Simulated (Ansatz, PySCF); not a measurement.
Gas-phase reaction (SMILES): CC(C)(C)O[Si](F)(F)F [trifluoro-[(2-methylpropan-2-yl)oxy]silane] + 8 [H][H] (H2) -> 4 C (CH4) + 3 F (HF) + O (H2O) + [SiH4] (SiH4); energy of full hydrogenation.

Geometries: B3LYP-D3(BJ)/def2-TZVP minima from Ansatz (a quantum-chemistry and plane-wave program), one conformer each, not searched for the lowest. Correlated levels leave the core frozen unless marked. No spin-orbit coupling. No relativistic terms. Basis-set limits of correlation are two-point, X^-3; Hartree-Fock from the larger set. [CCSD(T)-MP2]/basis is that difference in the basis named. Thermal terms are rigid-rotor harmonic-oscillator values from B3LYP-D3(BJ) frequencies (PySCF) at 298.15 K and 1 atm. 1 Eh = 627.5095 kcal/mol.

```json
[
 {"species": "CC(C)(C)O[Si](F)(F)F", "E, RI-MP2/CBS(cc-pV(T+d)Z,cc-pV(Q+d)Z)+[CCSD(T)-MP2]/cc-pV(T+d)Z (Ansatz) (Eh)": "-821.53100", "E, wB97X-V/def2-TZVPD (Ansatz) (Eh)": "-822.39418", "H - E (Eh)": "0.14793"},
 {"species": "[H][H] (H2)", "E, RI-MP2/CBS(cc-pV(T+d)Z,cc-pV(Q+d)Z)+[CCSD(T)-MP2]/cc-pV(T+d)Z (Ansatz) (Eh)": "-1.17529", "E, wB97X-V/def2-TZVPD (Ansatz) (Eh)": "-1.17238", "H - E (Eh)": "0.01336"},
 {"species": "C (CH4)", "E, RI-MP2/CBS(cc-pV(T+d)Z,cc-pV(Q+d)Z)+[CCSD(T)-MP2]/cc-pV(T+d)Z (Ansatz) (Eh)": "-40.46125", "E, wB97X-V/def2-TZVPD (Ansatz) (Eh)": "-40.51531", "H - E (Eh)": "0.04840"},
 {"species": "F (HF)", "E, RI-MP2/CBS(cc-pV(T+d)Z,cc-pV(Q+d)Z)+[CCSD(T)-MP2]/cc-pV(T+d)Z (Ansatz) (Eh)": "-100.39237", "E, wB97X-V/def2-TZVPD (Ansatz) (Eh)": "-100.45520", "H - E (Eh)": "0.01259"},
 {"species": "O (H2O)", "E, RI-MP2/CBS(cc-pV(T+d)Z,cc-pV(Q+d)Z)+[CCSD(T)-MP2]/cc-pV(T+d)Z (Ansatz) (Eh)": "-76.37659", "E, wB97X-V/def2-TZVPD (Ansatz) (Eh)": "-76.43464", "H - E (Eh)": "0.02495"},
 {"species": "[SiH4] (SiH4)", "E, RI-MP2/CBS(cc-pV(T+d)Z,cc-pV(Q+d)Z)+[CCSD(T)-MP2]/cc-pV(T+d)Z (Ansatz) (Eh)": "-291.46100", "E, wB97X-V/def2-TZVPD (Ansatz) (Eh)": "-291.83995", "H - E (Eh)": "0.03520"}
]
```

### Question
Work out ΔE and ΔH at 298.15 K at the first level, then ΔH at the second.

### Answer

1. ΔE = [4×(-40.46125) + 3×(-100.39237) + (-76.37659) + (-291.46100)] - [(-821.53100) + 8×(-1.17529)] = 0.07362 Eh = 46.2 kcal/mol at RI-MP2/CBS(cc-pV(T+d)Z,cc-pV(Q+d)Z)+[CCSD(T)-MP2]/cc-pV(T+d)Z.
2. The terms H - E add up to 0.03671 Eh, so ΔH = (0.07362 + (0.03671))×627.5095 = 69.2 kcal/mol.
3. At wB97X-V/def2-TZVPD the same steps give ΔE = 45.0 and ΔH = 68.1 kcal/mol, a shift of -1.1 from the first level.
4. These values are not checked against measurement here, since the tables used lack a sound gas-phase enthalpy of formation for at least one species.
